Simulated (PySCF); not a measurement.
Input for PySCF: U-B3LYP/6-31G* on CH5B (SMILES BC), a point of a bond scan (R = 1.861 Å).

```python
from pyscf import gto, scf, dft, mp
from pyscf.data.elements import chemcore

mol = gto.M(
    atom='''
    B     1.17551610    0.10862554    0.02189255
    C    -0.67657042   -0.06721329   -0.04119711
    H     1.87431639   -0.83528536    0.23903443
    H     1.69439651    1.17836939   -0.09147162
    H    -0.99453933    0.07635016    1.00657842
    H    -1.03720483   -1.05649979   -0.32706514
    H    -1.19435906    0.70236295   -0.61575156
    ''',
    basis='6-31g*',
    cart=True,
    charge=0, spin=0, verbose=3, max_memory=1800)
mf = dft.UKS(mol, xc='b3lyp')
mf.conv_tol = 1e-8
mf.max_cycle = 100
mf.init_guess_breaksym = True
mf.kernel()
if not mf.converged:
    mf = mf.newton().run(mf.mo_coeff, mf.mo_occ)
for _ in range(4):
    mo, _, stable, _ = mf.stability(return_status=True)
    if stable:
        break
    mf.kernel(mf.make_rdm1(mo, mf.mo_occ))
```

It printed:

```
converged SCF energy = -65.9203061886746  <S^2> = 7.8788531e-11  2S+1 = 1
<class 'pyscf.dft.uks.UKS'> wavefunction is stable in the internal stability analysis
```

Self-consistency was reached.

Cost: roughly 16 core-seconds.
